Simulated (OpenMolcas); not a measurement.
Computed levels of 5d5 in ions with 73 electrons, in cm-1 above 6S 5/2.

```yaml
Program: OpenMolcas 26.06
Method: MS-CASPT2, IPEA 0.25 Eh, imaginary shift 0.1 Eh
Basis: ANO-RCC-VTZP
Scalar_Hamiltonian: DKH2, point nucleus
Spin-orbit_coupling: RASSI with atomic mean-field integrals over the reference wave functions, term energies averaged over their components
```

Active space for each ion: 5 electrons in 10 orbitals (5d 6d); closed shells correlated by CASPT2: 5s 5p.

| Level | Os3+ | Ir4+ | Au6+ |
| --- | --- | --- | --- |
| 4G 7/2 | 21580 | 23490 | 27650 |
| 4G 11/2 | 22790 | 25060 | 29920 |
| 4G 9/2 | 23420 | 25960 | 31570 |
| 4P 1/2 | 24790 | 27520 | 33410 |
| 4D 7/2 | 27520 | 30940 | 38600 |
| 4D 1/2 | 30870 | 35220 | 45150 |
| 2I 11/2 | 32980 | 36670 | 45250 |
| 2I 13/2 | 36020 | 40440 | 50430 |
| 2H 9/2 | 41700 | 46650 | 57800 |

Problem. Estimate 4G 7/2, 4G 11/2 for Pt5+ from its neighbours Ir4+ and Au6+.

Solution. 4G 7/2 is another term, which grows about linearly with the charge: (23490 + 27650) / 2 = 25570. The calculation gives 25520, so the estimate is off by +0.2 %.
4G 11/2 is another term, which grows about linearly with the charge: (25060 + 29920) / 2 = 27490. The calculation gives 27430, so the estimate is off by +0.2 %.

Mixed levels, with the weight of the term that names them: Os3+ 4G 7/2 (69 %), Os3+ 4P 1/2 (61 %), Os3+ 4D 7/2 (71 %), Os3+ 4D 1/2 (65 %), Os3+ 2H 9/2 (51 %), Ir4+ 4G 7/2 (64 %), Ir4+ 4P 1/2 (60 %), Ir4+ 4D 7/2 (65 %), Ir4+ 4D 1/2 (65 %), Ir4+ 2I 11/2 (73 %), Ir4+ 2H 9/2 (51 %), Pt5+ 4G 7/2 (60 %), Pt5+ 4G 11/2 (74 %), Pt5+ 4P 1/2 (59 %), Pt5+ 4D 7/2 (59 %), Pt5+ 4D 1/2 (66 %), Pt5+ 2I 11/2 (70 %), Pt5+ 2H 9/2 (52 %), Au6+ 6S 5/2 (75 %), Au6+ 4G 7/2 (55 %), Au6+ 4G 11/2 (69 %), Au6+ 4G 9/2 (74 %), Au6+ 4P 1/2 (59 %), Au6+ 4D 7/2 (50 %), Au6+ 4D 1/2 (68 %), Au6+ 2I 11/2 (67 %), Au6+ 2H 9/2 (52 %).

Term energies are means over components that CASPT2 splits; among the terms shown or strongly mixed into the levels shown the widest spread is 640 cm-1 (5d5 2I, Pt5+). Active for correlation alone: 6d; no level in the range computed is led by a configuration that fills it, so any true level of that kind is missing. The CASPT2 spread within a term exceeds the gap to the next term for 5d5 4F and 5d5 2F(1), so the order of their levels is uncertain, and so are names and mixing where such terms share a J (holds for Os3+). Blocks of more than 70 roots (2S+1 = 2 even) ran without multistate coupling (holds for Au6+). Levels of configurations outside the active space are missing.

A number in round brackets counts repeated terms of one configuration in the order of the reference energies.
